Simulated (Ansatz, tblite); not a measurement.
Cost and result up the ladder for the cluster B₇⁻ (7 atoms). Charge -1, multiplicity 1. Geometry: PBE-D4/def2-SVPD.

```csv
atom,x (Å),y (Å),z (Å)
B1,1.012,0.774,0.799
B2,-0.764,-1.481,0.523
B3,0.154,-0.534,1.397
B4,1.014,1.228,-0.717
B5,-0.451,0.834,-1.167
B6,0.343,-0.347,-0.266
B7,-1.308,-0.474,-0.569
```

Ansatz on 4 threads of Arm Neoverse V2 on a shared host; xTB runs through tblite on one thread. Times are rough, summed over both states, and most runs start from the orbitals of an earlier one. No level here is sound enough to serve as a yardstick. The other state is a doublet.

The xTB rows come from tblite. The structure comes from a short search, and lower isomers may exist.

Raw xTB energies of ions are shifted by several eV.

```csv
level,functions,wall time,vertical IE (eV),remarks
GFN1-xTB,28,0.005 s,6.53,–
GFN2-xTB,28,0.006 s,2.07,–
PBE-D4/def2-TZVPD,259,8.1 s,2.73,restricted SCF unstable in HF (-1 singlet)
PBE0-D4/def2-TZVPD,259,11 s,2.60,restricted SCF unstable in HF (-1 singlet)
BLYP-D4/def2-TZVPD,259,13 s,2.57,restricted SCF unstable in HF (-1 singlet)
```
